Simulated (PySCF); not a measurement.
# Na2F2: core ionisation energies

Compound: (NaF)2 ring, Na2F2.
Structure used (PBE0-D3(BJ)/def2-SVP), in Å, numbered top down from 1:
```xyz
4
Na2F2 angstrom
Na    -0.0319   -1.3092    0.5137
F     -1.1048    0.3781    0.8937
Na     0.0307    1.3088   -0.5150
F      1.1061   -0.3777   -0.8924
```

Level of theory: PySCF, delta-SCF UKS SCAN, pcX-2 on the ionised atom, pcseg-1 elsewhere, spin-free X2C. These are vertical core ionisation energies against the vacuum level, from separate self-consistent calculations with and without the core hole.

**Question.** List the computed XPS lines with their assignment.

**Answer.** 
```json
{"atom(s)": "Na1/Na3", "bonded to": "2 F", "level": "Na 1s", "binding energy (eV)": "1077.87", "count": "2"}
{"atom(s)": "F2/F4", "bonded to": "2 Na", "level": "F 1s", "binding energy (eV)": "688.05", "count": "2"}
```

**Question.** Which effective nuclear charge Zeff reproduces each element's mean 1s value in the hydrogen-like formula E = 13.606 eV × Zeff²?

**Answer.** F (Z = 9): mean 688.1 eV, Zeff = 7.11, Z − Zeff = 1.89; Na (Z = 11): mean 1077.9 eV, Zeff = 8.90, Z − Zeff = 2.10. Means run over the listed sites, weighted by atom count.

The first atom of each set that the bonding makes equivalent was ionised and stands for the set. Geometry: PBE0-D3(BJ)/def2-SVP; no solvent, vibrations or thermal averaging.
